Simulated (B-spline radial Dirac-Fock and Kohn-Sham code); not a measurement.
These are calculated numbers from a radial atomic solver; the model is multi-electron Dirac-Fock with separately optimised hole states, Breit and Lamb-shift corrections added in first order. Free neutral atoms up to Cf, the lines Kα1, Kβ1, Lα1, Lβ1, Lβ2, Lγ1, Lℓ and Mα1 where both subshells are closed (so no Lα of most 3d metals and no Mα of most lanthanides); Na, Y were not searched.

Question: Nd Lα1 is computed at 5230.4 eV. Which of the searched lines of other elements lie within 71 eV and could overlap it in an energy-dispersive spectrum?

Answer: Ce Lβ1 at 5262.2 eV (+32); Cs Lγ1 at 5282.4 eV (+52); Eu Lℓ at 5171.2 eV (-59).
